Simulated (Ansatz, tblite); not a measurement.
Cost and result up the ladder for Al₉Sb₈Cl₃ (20 atoms). The state is a singlet with charge 0. Geometry: PBE-D4/def2-SVP.

| atom | x (Å) | y (Å) | z (Å) |
| --- | --- | --- | --- |
| Sb1 | -1.548 | 2.074 | 4.383 |
| Sb2 | -2.812 | 0.279 | 2.114 |
| Sb3 | 3.225 | 0.358 | -3.070 |
| Sb4 | -0.968 | -0.258 | -2.268 |
| Sb5 | 1.764 | 1.167 | 1.326 |
| Sb6 | 0.644 | -2.541 | 3.765 |
| Sb7 | 1.933 | -3.460 | -0.486 |
| Sb8 | -3.050 | -3.096 | 0.257 |
| Al9 | -0.637 | 2.329 | 1.940 |
| Al10 | 1.340 | 1.317 | -1.280 |
| Al11 | -0.730 | -0.025 | 0.399 |
| Al12 | -0.426 | -0.169 | 3.769 |
| Al13 | -1.438 | -2.196 | 2.079 |
| Al14 | 0.830 | 1.132 | -3.913 |
| Al15 | 1.571 | -1.436 | -2.114 |
| Al16 | -0.634 | -2.658 | -0.587 |
| Al17 | 1.252 | -1.564 | 1.308 |
| Cl18 | -0.971 | 4.053 | 0.716 |
| Cl19 | 0.639 | 3.139 | -2.514 |
| Cl20 | 0.016 | 1.555 | -5.824 |

Ansatz on 2 threads of AMD EPYC 7R13 on a shared host and a share (18 GiB) of an NVIDIA H100 80GB HBM3; xTB runs through tblite on one thread. Times are rough, summed over both states, and most runs start from the orbitals of an earlier one. No level here is sound enough to serve as a yardstick. The other state is a doublet.

In the def2 sets Sb takes a core potential; there is no spin–orbit coupling. The xTB rows come from tblite. Single mean-field runs in def2-SVP are fitted with def2-universal-jkfit.

Raw xTB energies of ions are shifted by several eV.

```json
{"level": "GFN1-xTB", "functions": "180", "wall time": "0.46 s"}
{"level": "GFN2-xTB", "functions": "180", "wall time": "1.1 s"}
{"level": "PBE-D4/def2-SVP", "functions": "424", "wall time": "9.3 s"}
{"level": "PBE0-D4/def2-SVP (with forces)", "functions": "424", "wall time": "12 s"}
{"level": "ωB97M-V/def2-SVP", "functions": "424", "wall time": "31 s"}
```

(1) Estimate what each level gives for the vertical IE (eV).

## Answers

(1) 
```
                         level  vertical IE (eV)                                  remarks
                      GFN1-xTB              9.88                                        –
                      GFN2-xTB              9.51                                        –
               PBE-D4/def2-SVP              6.11                                        –
PBE0-D4/def2-SVP (with forces)              6.13  restricted SCF unstable in HF (singlet)
              ωB97M-V/def2-SVP              5.97  restricted SCF unstable in HF (singlet)
```
